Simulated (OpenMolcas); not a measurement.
**Mn2+, Tc2+, Re2+: d5 down the group**

```yaml
Program: OpenMolcas
Method: CASSCF
Basis: ANO-RCC-VTZP
Scalar_Hamiltonian: DKH2, point nucleus
Spin-orbit_coupling: state interaction with AMFI integrals over the reference wave functions, term energies averaged over their components
```

Active space for each ion: 5 electrons in 6 orbitals (d s).

Computed levels in cm-1 above 6S 5/2:

```csv
Level,Mn2+,Tc2+,Re2+
4G 7/2,27355,23087,21319
4G 11/2,27359,23130,22220
4G 9/2,27366,23173,22641
4P 1/2,32430,26609,22192
4D 7/2,35487,28281,25619
4D 1/2,35539,28678,26695
2I 11/2,36687,33049,31915
2I 13/2,36720,33348,34302
2D 3/2(1),42891,36928,32632
weight of 6S in the lowest level (%),100,99,92
```

Mixed levels, with the weight of the term that names them: Re2+ 4G 7/2 (70 %), Re2+ 4P 1/2 (53 %), Re2+ 4D 1/2 (66 %), Re2+ 2D 3/2(1) (53 %).

Measured, with the error of the calculation in %. Measured levels: Mn2+ from Corliss and Sugar, J. Phys. Chem. Ref. Data 6, 1253 (1977); Re2+ from the list in Brasseur, Gamrath and Quinet, At. Data Nucl. Data Tables 157, 101636 (2024).

| Level | Mn2+ | Re2+ |
| --- | --- | --- |
| 4G 7/2 | 26860 (+1.8) | 16890 (+26.2) |
| 4G 11/2 | 26824 (+2.0) | 18020 (+23.3) |
| 4G 9/2 |  | 18346 (+23.4) |
| 4D 7/2 | 32307 (+9.8) | 20453 (+25.3) |
| 4D 1/2 | 32369 (+9.8) |  |
| 2I 11/2 | 39174 (-6.3) | 26170 (+22.0) |
| 2I 13/2 | 39176 (-6.3) | 28588 (+20.0) |
| 2D 3/2(1) | 41570 (+3.2) |  |

Without spin-orbit coupling 4G lies 27357, 23107, 21853 cm-1 above 6S in that order; the difference to the level 4G 7/2, of either sign, comes from spin-orbit coupling, which also lowers the zero.

Some high roots are left out of the spin-orbit mixing, which shifts the levels that they would mix with. Without dynamic correlation excited terms often stand tens of per cent too high (terms of higher spin than the ground term too low), and those without a measured partner can miss by more than the paired ones. Configurations are named by rounded mean occupations; where the s occupation lies near a half they are strongly mixed, a name can repeat and a true partner stay unpaired (holds for Re2+). Measured partners are found by configuration, term and J. A level has none where our copy of the source lacks it or the pairing is in doubt (some pairs that miss far off the trend of their configuration count as doubtful), and it then counts in no deviation. Levels of configurations outside the active space are missing.

A number in round brackets counts repeated terms of one configuration in the order of the reference energies.
